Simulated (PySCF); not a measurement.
Structure problem from calculated spectra and properties.

Elements present: C, H, O and Si. Monoisotopic mass: 116.0657 u.

- UV, strongest line: among the 8 lowest singlet transitions: S5 at 7.47 eV (166 nm, f = 0.110) [TDDFT CAM-B3LYP/def2-SVPD]
- 1H NMR: chemical shifts (computed TMS as zero) by class: 4.29 (2 H), 2.74 (2 H), 1.07 (3 H), 1.06 (3 H), 0.95 (2 H) ppm [GIAO PBE0/pcSseg-1]
- Rotational structure: rotational constants A, B, C: 4.053, 1.088, 0.969 GHz [GFN2-xTB]
- NMR, other nuclei: isotropic shieldings of nuclei other than C and H, by class: -486 (1 O), 409 (1 Si) ppm [GIAO PBE0/pcSseg-1]
- Triplet: lowest triplet excitation (Tamm–Dancoff): 2.93 eV [TDA CAM-B3LYP/def2-SVPD]
- 13C NMR: chemical shifts (computed TMS as zero) by class: 247.5 (1 C), 51.0 (1 C), 10.7 (1 C), 8.2 (1 C), 3.8 (1 C) ppm [GIAO PBE0/pcSseg-1]
- Polarisability: 90.2 au [CAM-B3LYP/def2-SVPD]

Electronic properties: PySCF, gas phase, density fitting. Levels stand in brackets. Geometry: GFN2-xTB, one conformer, isolated molecule. Each NMR value is the plain mean over a class of atoms that symmetry, rotation or inversion makes alike.

Problem. Which formula fits the mass and the elements?

Solution. C5H12OSi (calculated 116.0657). No other formula that holds each of these elements comes within 0.0003 u with a fitting electron parity and a possible valence count.

Problem. Propose a structure and show how it fits.

Solution. Numbering: `[CH3:1][CH2:2][SiH2:3][C:4](=[O:5])[CH2:6][CH3:7]`. Its formula, C5H12OSi, gives 1 degree of unsaturation: 0 rings and 1 π bond in the structure found. 5 carbons fall into 5 classes; from least to most shielded: carbonyl carbon [C4] (247.5 ppm), sp3 carbon next to a carbonyl [C6] (51.0 ppm), methyl carbon [C1] (10.7 ppm), methyl carbon [C7] (8.2 ppm), sp3 carbon bound to silicon [C2] (3.8 ppm). Hydrogen classes from least to most shielded: 2 H on an SiH2 silicon, Si3 (4.29 ppm), 2 H on an sp3 carbon next to a carbonyl, C6 (2.74 ppm), 3 H on a methyl carbon, C1 (1.07 ppm, a mean of values up to 0.6 ppm apart in this geometry), 3 H on a methyl carbon, C7 (1.06 ppm), 2 H on an sp3 carbon bound to silicon, C2 (0.95 ppm, a mean of values up to 0.5 ppm apart in this geometry). The other shieldings belong to: -486 ppm, carbonyl oxygen [O5]; 409 ppm, SiH2 silicon [Si3]. The optimised geometry has point group C1 and is an asymmetric top. Structure: `CC[SiH2]C(=O)CC`. Computed isomers that give other values at the same levels: `CO[C@@H]1[C@H](C)[C@H]1[SiH3]` (13C chemical shifts (computed TMS as zero) by class: 66.6 (1 C), 60.6 (1 C), 21.1 (1 C), 15.1 (1 C), 6.0 (1 C) ppm); `C=CO[SiH2]C(C)C` (13C chemical shifts (computed TMS as zero) by class: 152.9 (1 C), 100.6 (1 C), 18.5 (2 C), 17.8 (1 C) ppm); `C=CCCC[SiH2]O` (13C chemical shifts (computed TMS as zero) by class: 146.9 (1 C), 124.4 (1 C), 39.9 (1 C), 25.9 (1 C), 17.1 (1 C) ppm). The assignments are read from this structure; whether some other isomer fits the data as well wasn't checked.

The values belong to the conformer `[CH3:1][CH2:2][SiH2:3][C:4](=[O:5])[CH2:6][CH3:7]`: C1–C2–Si3–C4 -61°, C2–Si3–C4–O5 -23°, Si3–C4–C6–C7 176°.
